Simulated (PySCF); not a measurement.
C₆H₅, SMILES [c]1ccccc1, multiplicity 2. Atoms are numbered in the order given.

```xyz
11

C      0.0000     0.0000    -1.3970
C      0.0000    -1.2257    -0.7707
C      0.0000    -1.2127     0.6310
C      0.0000     0.0000     1.3221
C      0.0000     1.2127     0.6310
C      0.0000     1.2257    -0.7707
H      0.0000    -2.1676    -1.3257
H      0.0000    -2.1576     1.1815
H      0.0000     0.0000     2.4145
H      0.0000     2.1576     1.1815
H      0.0000     2.1676    -1.3257
```
Charge 0, spin multiplicity 2.

Coordinates come from a PBE0-D3(BJ)/def2-SVP optimisation. The isomer is the one that the SMILES or the coordinates give; other isomers of the formula were not compared.

Computed with CAM-B3LYP/def2-TZVP run with PySCF.

ESP charges are fitted to the potential on shells at 1.4 to 2.0 van der Waals radii. Atomic charges (e):

| atom | ESP fit | Mulliken | Löwdin | Mulliken spin |
|---|---|---|---|---|
| C1 | -0.10 | 0.02 | 0.01 | 0.94 |
| C2 | -0.06 | -0.16 | -0.16 | -0.05 |
| C3 | -0.20 | -0.11 | [?] | 0.07 |
| C4 | -0.07 | -0.13 | [?] | -0.05 |
| C5 | -0.20 | -0.11 | [?] | 0.07 |
| C6 | -0.06 | -0.16 | -0.16 | -0.05 |
| H7 | 0.14 | 0.14 | [?] | 0.02 |
| H8 | 0.15 | 0.13 | 0.15 | 0.01 |
| H9 | 0.13 | 0.13 | 0.15 | 0.00 |
| H10 | 0.15 | 0.13 | 0.15 | 0.01 |
| H11 | 0.14 | 0.14 | [?] | 0.02 |

Task: What belongs in the gaps? (Estimate from the structure and the level; the computed values follow.)

Result: 
- C3, Löwdin: -0.14
- C4, Löwdin: -0.15
- C5, Löwdin: -0.14
- H7, Löwdin: 0.15
- H11, Löwdin: 0.15

Task: Give the Mayer and Wiberg (Löwdin basis) orders of the bonds. (Estimate from the structure and the level; the computed values follow.)

Result: 
```json
[
 {"bond": "C1–C2", "Mayer": "1.49", "Wiberg": "1.69"},
 {"bond": "C2–C3", "Mayer": "1.38", "Wiberg": "1.56"},
 {"bond": "C3–C4", "Mayer": "1.43", "Wiberg": "1.59"},
 {"bond": "C4–C5", "Mayer": "1.43", "Wiberg": "1.59"},
 {"bond": "C1–C6", "Mayer": "1.49", "Wiberg": "1.69"},
 {"bond": "C5–C6", "Mayer": "1.38", "Wiberg": "1.56"},
 {"bond": "C2–H7", "Mayer": "0.96", "Wiberg": "0.83"},
 {"bond": "C3–H8", "Mayer": "0.96", "Wiberg": "0.83"},
 {"bond": "C4–H9", "Mayer": "0.96", "Wiberg": "0.83"},
 {"bond": "C5–H10", "Mayer": "0.96", "Wiberg": "0.83"},
 {"bond": "C6–H11", "Mayer": "0.96", "Wiberg": "0.83"}
]
```
